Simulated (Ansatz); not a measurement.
Start from `N[Si](O)(O)F` and change one atom or group to get `O[Si](O)(F)[SiH3]`.

Ansatz, PBE0-D4/def2-TZVP geometries, multiplicity 1. Each molecule was computed in one conformer, which needn't be the lowest.

```csv
property,`N[Si](O)(O)F`
HOMO energy (PBE0/def2-TZVPP) / eV,-8.00
LUMO energy (PBE0/def2-TZVPP) / eV,0.54
LUMO energy (PBE/def2-TZVPP) / eV,-0.34
HOMO energy (B3LYP/def2-TZVPP) / eV,-7.73
"ideal-gas entropy at 298 K and 1 bar (rigid rotor, harmonic PBE0-D4/def2-TZVP) / J/(mol·K)",333
LUMO energy (B3LYP/def2-TZVPP) / eV,0.14
```

Give the same properties after the change, and the shifts. (Estimate.)

Computed: 
```
                                                                                  property  `O[Si](O)(F)[SiH3]`  shift
                                                        HOMO energy (PBE0/def2-TZVPP) / eV                -8.45  -0.45
                                                        LUMO energy (PBE0/def2-TZVPP) / eV                 0.14  -0.40
                                                         LUMO energy (PBE/def2-TZVPP) / eV                -0.71  -0.37
                                                       HOMO energy (B3LYP/def2-TZVPP) / eV                -8.25  -0.52
ideal-gas entropy at 298 K and 1 bar (rigid rotor, harmonic PBE0-D4/def2-TZVP) / J/(mol·K)                  368     35
                                                       LUMO energy (B3LYP/def2-TZVPP) / eV                -0.07  -0.21
```

With PBE0 the HOMO falls by 0.45 eV and the LUMO falls by 0.40 eV, so the gap widens by about 0.05 eV. PBE moves the HOMO by -0.71 eV and ωB97M-V by -0.12 eV. The zero-point energy changes by -5.4 kJ/mol with +3 modes.

B3LYP here is the variant with VWN-RPA as its local correlation; programs differ in this.
